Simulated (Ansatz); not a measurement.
Steps of a relaxation of `N#[C][GeH3]` with RKS PBE0-D4/def2-TZVP.

```sh
$ ansatz run in.yaml --threads 4 --pin off --events-out ev --progress --plain --max-ram 10444MiB
```

```yaml
crystal:
  periodic: [false, false, false]
  atoms:
    - {symbol: N, position_ang: [0.598493, -2.283471, 0.829631]}
    - {symbol: C, position_ang: [0.311709, -1.215068, 0.439022]}
    - {symbol: Ge, position_ang: [-0.137950, 0.547892, -0.213410]}
    - {symbol: H, position_ang: [-1.469761, 0.423479, -0.982669]}
    - {symbol: H, position_ang: [1.014445, 0.995462, -1.136111]}
    - {symbol: H, position_ang: [-0.274937, 1.467607, 1.017438]}
basis:
  gaussian: {orbitals: def2-TZVP}
hamiltonian: {xc: pbe0, dispersion: d4}
relax: {f_tol: 0.005, max_steps: 150}
```

Positions (Å) and forces (eV/Å) along the path, 6 of 6 steps:

```xyz
6
step=1 energy=-59083.9995 eV
N     0.598   -2.283    0.830   -0.628    2.293   -0.834
C     0.312   -1.215    0.439    0.594   -2.136    0.774
Ge   -0.138    0.548   -0.213   -0.038    0.095   -0.038
H    -1.470    0.423   -0.983    0.222    0.001    0.132
H     1.014    0.995   -1.136   -0.178   -0.088    0.154
H    -0.275    1.468    1.017    0.028   -0.164   -0.188
6
step=2 energy=-59084.0341 eV
N     0.590   -2.256    0.820    0.014   -0.094    0.038
C     0.311   -1.208    0.436   -0.019    0.133   -0.054
Ge   -0.138    0.549   -0.214    0.003   -0.037    0.015
H    -1.459    0.415   -0.974    0.026    0.010    0.014
H     1.009    0.985   -1.127   -0.025   -0.001    0.015
H    -0.271    1.453    1.013    0.001   -0.011   -0.028
6
step=3 energy=-59084.0343 eV
N     0.590   -2.258    0.821   -0.008   -0.003    0.004
C     0.312   -1.209    0.436    0.008    0.020   -0.012
Ge   -0.137    0.547   -0.213   -0.001   -0.015    0.007
H    -1.457    0.416   -0.973   -0.001   -0.002    0.000
H     1.006    0.986   -1.126    0.001    0.000   -0.001
H    -0.271    1.452    1.010    0.000    0.000    0.002
6
step=4 energy=-59084.0344 eV
N     0.588   -2.257    0.821   -0.009    0.006    0.000
C     0.312   -1.208    0.435    0.013   -0.008    0.000
Ge   -0.137    0.547   -0.213   -0.003    0.000    0.001
H    -1.456    0.415   -0.973   -0.002    0.000   -0.001
H     1.006    0.987   -1.126    0.001    0.001   -0.001
H    -0.271    1.452    1.010    0.000    0.001    0.001
6
step=5 energy=-59084.0344 eV
N     0.587   -2.257    0.821   -0.005    0.003    0.000
C     0.313   -1.208    0.435    0.009   -0.010    0.002
Ge   -0.137    0.547   -0.213   -0.004    0.007   -0.002
H    -1.456    0.415   -0.973   -0.001   -0.001    0.000
H     1.006    0.987   -1.127    0.001    0.001   -0.001
H    -0.271    1.452    1.011    0.000    0.000    0.001
6
step=6 energy=-59084.0344 eV
N     0.585   -2.257    0.822    0.000    0.000    0.000
C     0.315   -1.208    0.435    0.000    0.000    0.000
Ge   -0.136    0.547   -0.214    0.000    0.000    0.000
H    -1.456    0.414   -0.973    0.000    0.000    0.000
H     1.006    0.989   -1.127    0.000    0.000    0.000
H    -0.271    1.451    1.011    0.000    0.000    0.000
```

Run time 7.5 s (4 threads of an Arm Neoverse V1 on a shared host); peak host memory 0.23 GiB.
